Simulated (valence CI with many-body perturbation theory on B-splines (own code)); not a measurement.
## E1 transitions of Ta68+

Level of theory: relativistic CI+MBPT: three valence electrons over a frozen Dirac-Fock core [He], radial functions for each j: 11 s, 11 p, 10 d, 8 f, 5 g, 2 h, with the one-electron correlation potential Σ1 (screened to all orders), the two-electron term Σ2, the three-electron term Σ3, Breit, model QED; selected single and double excitations, second order for the rest, scaled by the run's own slope (own B-spline code, finite nucleus).

The last digits are not significant, and no measured levels were compared; by estimate large intervals hold to a few tenths of a per cent, small ones and those within an open d or f shell to about a per cent.

Lines 151 to 200 of 574 in falling wavelength, among levels below 120330 × 10³ cm⁻¹, chosen from the strongest by gf and those to the six lowest levels. Wavelengths and rates use the calculated energies. Electric multipoles are in the length gauge with retardation, E1 and E2 with the static RPA response of the core. Weak lines are less certain than strong ones. Lines between different terms over intervals too small for the method are left out, as are lines whose strength nearly cancels.

Levels are named by their leading jj configuration (3d3/2^4 stands for four electrons in 3d with j = 3/2), which in mixed levels can hold well under half, so a name can repeat and another be missing. Letters in brackets count levels of one name in rising energy.

```tsv
λ vac (Å)	Upper	Lower	A (s⁻¹)	log gf	Branch %
7.766	(2p3/2^2 3d5/2) J=5/2 [a]	(2s 2p3/2 3d5/2) J=3/2 [b]	3.10e+12	-0.77	0.2
7.766	(2p3/2^2 3d5/2) J=5/2 [a]	(2s 2p3/2 3d5/2) J=5/2 [b]	2.52e+12	-0.86	0.1
7.761	(2p3/2^2 3s) J=3/2	(2s 2p3/2 3s) J=1/2	5.55e+12	-0.70	1.8
7.756	(2p3/2^2 3d5/2) J=3/2	(2s 2p3/2 3d5/2) J=3/2 [b]	3.80e+12	-0.86	0.2
7.733	(2p1/2 2p3/2^2) J=3/2	(2s 2p1/2 2p3/2) J=1/2	5.94e+12	-0.67	37.7
7.730	(2p3/2^2 3p3/2) J=3/2 [a]	(2s 2p3/2 3p3/2) J=1/2 [b]	5.94e+12	-0.67	1.3
7.659	(2p1/2 2p3/2 3d5/2) J=3/2 [a]	(2s 2p1/2 3d5/2) J=3/2	3.60e+12	-0.90	0.3
7.649	(2p1/2 2p3/2 3d5/2) J=5/2 [a]	(2s 2p1/2 3d5/2) J=5/2 [b]	2.69e+12	-0.85	0.2
7.645	(2p1/2 2p3/2 3p3/2) J=3/2 [a]	(2s 2p1/2 3p3/2) J=3/2 [b]	3.16e+12	-0.96	0.5
7.636	(2p1/2 2p3/2^2) J=5/2	(2s 2p1/2 2p3/2) J=3/2 [b]	7.24e+12	-0.42	48.8
7.622	(2p1/2 2p3/2 3d3/2) J=5/2 [a]	(2s 2p1/2 3d3/2) J=5/2	3.79e+12	-0.70	1.9
7.605	(2p1/2 2p3/2 3d5/2) J=9/2	(2s 2p1/2 3d5/2) J=7/2	6.26e+12	-0.27	39.4
7.604	(2p1/2 2p3/2 3s) J=3/2 [b]	(2s 2p1/2 3s) J=1/2 [b]	5.72e+12	-0.70	2.0
7.603	(2p1/2 2p3/2 3p1/2) J=3/2 [a]	(2s 2p1/2 3p1/2) J=3/2	3.38e+12	-0.93	0.4
7.601	(2p1/2 2p3/2 3p3/2) J=7/2	(2s 2p1/2 3p3/2) J=5/2	7.04e+12	-0.31	1.9
7.599	(2p3/2^3) J=3/2	(2s 2p3/2^2) J=3/2	1.54e+13	-0.27	65.3
7.596	(2p3/2^3) J=3/2	(2s 2p3/2^2) J=1/2	3.54e+12	-0.91	15.0
7.594	(2p1/2 2p3/2 3d5/2) J=5/2 [a]	(2s 2p1/2 3d5/2) J=7/2	1.84e+12	-1.02	0.1
7.571	(2p3/2^2 3d5/2) J=5/2 [b]	(2s 2p3/2 3d5/2) J=3/2 [b]	1.80e+12	-1.03	0.1
7.571	(2p3/2^2 3p3/2) J=1/2	(2s 2p3/2 3p3/2) J=1/2 [a]	6.85e+12	-0.93	1.4
7.570	(2p3/2^2 3d5/2) J=5/2 [b]	(2s 2p3/2 3d5/2) J=5/2 [b]	4.35e+12	-0.65	0.4
7.570	(2p3/2^2 3p3/2) J=3/2 [b]	(2s 2p3/2 3p3/2) J=3/2 [b]	8.16e+12	-0.55	1.7
7.569	(2s 2p3/2 3d5/2) J=7/2 [b]	(2s^2 3d5/2) J=5/2	8.70e+12	-0.22	1.6
7.568	(2p1/2 2p3/2 3d5/2) J=5/2 [b]	(2s 2p1/2 3d5/2) J=3/2	3.00e+12	-0.81	0.1
7.565	(2p1/2 2p3/2 3d5/2) J=5/2 [b]	(2s 2p1/2 3d5/2) J=5/2 [b]	2.06e+12	-0.98	0.1
7.563	(2p1/2 2p3/2 3p3/2) J=3/2 [b]	(2s 2p1/2 3p3/2) J=1/2	3.55e+12	-0.91	0.8
7.557	(2s 2p3/2 3p3/2) J=5/2 [b]	(2s^2 3p3/2) J=3/2	9.67e+12	-0.30	3.5
7.555	(2p1/2 2p3/2 3d3/2) J=5/2 [b]	(2s 2p1/2 3d3/2) J=3/2 [b]	6.25e+12	-0.49	0.3
7.555	(2p3/2^2 3d3/2) J=3/2 [b]	(2s 2p3/2 3d3/2) J=1/2 [b]	3.04e+12	-0.98	0.2
7.554	(2p1/2 2p3/2 3d5/2) J=7/2 [a]	(2s 2p1/2 3d5/2) J=5/2 [a]	5.47e+12	-0.43	9.5
7.553	(2p3/2^2 3p3/2) J=5/2	(2s 2p3/2 3p3/2) J=5/2 [a]	5.06e+12	-0.59	1.1
7.552	(2p1/2 2p3/2 3p3/2) J=5/2 [a]	(2s 2p1/2 3p3/2) J=3/2 [a]	3.88e+12	-0.70	0.4
7.550	(2p3/2^2 3d5/2) J=7/2	(2s 2p3/2 3d5/2) J=7/2 [a]	3.33e+12	-0.64	14.1
7.550	(2s 2p3/2 3d3/2) J=3/2 [b]	(2s^2 3d3/2) J=3/2	8.70e+12	-0.53	0.6
7.548	(2p1/2 2p3/2 3d3/2) J=3/2 [b]	(2s 2p1/2 3d3/2) J=1/2	3.35e+12	-0.94	0.2
7.548	(2p1/2 2p3/2 3d3/2) J=7/2	(2s 2p1/2 3d3/2) J=5/2	6.28e+12	-0.37	13.2
7.543	(2p1/2 2p3/2 3p1/2) J=5/2	(2s 2p1/2 3p1/2) J=3/2	7.09e+12	-0.44	0.9
7.536	(2p1/2 2p3/2 3p1/2) J=3/2 [b]	(2s 2p1/2 3p1/2) J=1/2 [b]	7.20e+12	-0.61	1.1
7.534	(2p3/2^2 3d5/2) J=5/2 [b]	(2p1/2 2p3/2 3p3/2) J=5/2 [a]	1.82e+12	-1.03	0.1
7.534	(2p1/2 2p3/2 3d5/2) J=7/2 [b]	(2s 2p1/2 3d5/2) J=5/2 [b]	3.37e+12	-0.64	0.1
7.529	(2p1/2 2p3/2 3d3/2) J=3/2 [b]	(2s 2p1/2 3d3/2) J=3/2 [b]	3.56e+12	-0.92	0.2
7.527	(2p3/2^2 3d5/2) J=1/2	(2s 2p3/2 3d5/2) J=3/2 [a]	6.06e+12	-0.99	0.7
7.517	(2p3/2^2 3d5/2) J=7/2	(2s 2p3/2 3d5/2) J=5/2 [a]	3.12e+12	-0.67	13.2
7.514	(2p3/2^2 3d3/2) J=3/2 [b]	(2s 2p3/2 3d3/2) J=5/2 [b]	8.58e+12	-0.54	0.6
7.511	(2p3/2^2 3p1/2) J=1/2	(2s 2p3/2 3p1/2) J=3/2 [b]	1.11e+13	-0.73	1.7
7.510	(2s 2p3/2 3d3/2) J=5/2 [b]	(2s^2 3d3/2) J=3/2	8.87e+12	-0.35	0.6
7.510	(2p3/2^2 3s) J=1/2	(2s 2p3/2 3s) J=3/2 [b]	1.09e+13	-0.74	5.6
7.509	(2p1/2 2p3/2 3p3/2) J=5/2 [a]	(2s^2 3d5/2) J=5/2	3.37e+12	-0.77	0.4
7.505	(2p3/2^2 3p1/2) J=1/2	(2s 2p3/2 3p1/2) J=1/2	5.29e+12	-1.05	0.8
7.504	(2p1/2 2p3/2 3s) J=5/2	(2s 2p1/2 3s) J=3/2	6.99e+12	-0.45	4.2
```

Q: How does gf follow from A for the line at 7.514 Å?

A: gf = 1.4992 × (2J+1)_upper × A / σ², with σ = 13308733 cm⁻¹ and 2J+1 = 4: gf = 0.290.
